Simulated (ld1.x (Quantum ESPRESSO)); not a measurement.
# Cr, TM: configuration errors across variants

Cr, norm-conserving Troullier–Martins (Kleinman–Bylander form), made with ld1.x (Quantum ESPRESSO) 7.5 (LDA (PZ), scalar-relativistic). Core [Ar], reference 3d5 4s0 4p0 (charge +1). Waves: 4s (bound, empty): rc 2.40 bohr; 4p (bound, empty): rc 3.45 bohr; 3d (bound): rc 1.75 bohr; 4f channel at 0.2 Ry: rc 3.60 bohr. Local part: all-electron potential smoothed inside 2.65 bohr (lloc = -1). Core correction: Bessel-smoothed model core inside 1.60 bohr.

All-electron excitation energies from the reference (eV): (1) 3d5 4s1 4p0 -7.140; (2) 3d4 4s0 4p0 16.343; (3) 3d3 4s0 4p0 47.369; (4) 3d4 4s1 4p1 -3.528; (5) 3d4 4s2 4p0 -7.198; (6) 3d5 4s0 4p1 -3.937; (7) 3d5.5 4s0.5 4p0 -6.423; (8) 3d5 4s0 4p0 spin -4.455; (9) 3d5 4s1 4p0 spin -12.057.

Spin tests fill each open shell by Hund’s rule, majority spin first.

3 further variants failed, have other tests or too few solved ones, and are left out.

A true bound ghost makes a file unfit for plane-wave use even where its test errors are small: the radial tests pick states by their node count and pass the ghost by.

Errors AE − PS in meV (a dash: test not solved or not reliable):

| change | (1) | (2) | (3) | (4) | (5) | (6) | (7) | (8) | (9) | bound ghosts |
| --- | --- | --- | --- | --- | --- | --- | --- | --- | --- | --- |
| base | -14 | -191 | -1108 | -243 | -245 | -5.0 | -5.7 | +665 | +623 | none |
| core correction Bessel-smoothed model core inside 1.82 bohr | -13 | -185 | -1059 | -234 | -234 | -4.8 | -5.6 | +1362 | +1290 | none |
| wave 4f channel at 0.2 Ry: rc 3.60 bohr becomes 4f channel at 2.44 Ry: rc 3.60 bohr | -14 | -191 | -1108 | -243 | -245 | -5.0 | -5.7 | +665 | +623 | none |
| wave 4f channel at 0.2 Ry: rc 3.60 bohr becomes 4f channel at 0.2 Ry: rc 4.86 bohr | -14 | -191 | -1108 | -243 | -245 | -5.0 | -5.7 | +665 | +623 | none |
| type ultrasoft; waves now 4s (bound): rcut 2.10, rcutus 2.40 bohr; 4s channel at -0.05 Ry: rcut 2.10, rcutus 2.40 bohr; 4p (bound): rcut 3.00, rcutus 3.45 bohr; 4p channel at -0.15 Ry: rcut 3.00, rcutus 3.45 bohr; 3d (bound): rcut 1.50, rcutus 1.75 bohr; 3d channel at 2.9 Ry: rcut 1.50, rcutus 1.75 bohr; 4f channel at 0.2 Ry: rcut 3.15, rcutus 3.60 bohr; 4f channel at 2.05 Ry: rcut 3.15, rcutus 3.60 bohr; local potential all-electron potential smoothed inside 1.45 bohr (lloc = -1); augmentation PSQ, inside the norm-conserving radii | -4.3 | -125 | -927 | -135 | -104 | -5.0 | -3.4 | +578 | +566 | s |
| wave 4s (bound): rc 2.40 bohr becomes 4s (bound): rc 3.00 bohr | -11 | -191 | -1109 | -211 | -192 | -5.0 | -6.7 | +665 | +627 | none |

Give the same row for: local potential all-electron potential smoothed inside 2.92 bohr (lloc = -1).

-14, -213, -1194, -260, -259, -5.1, -8.3, +664, +623; bound ghosts: none.
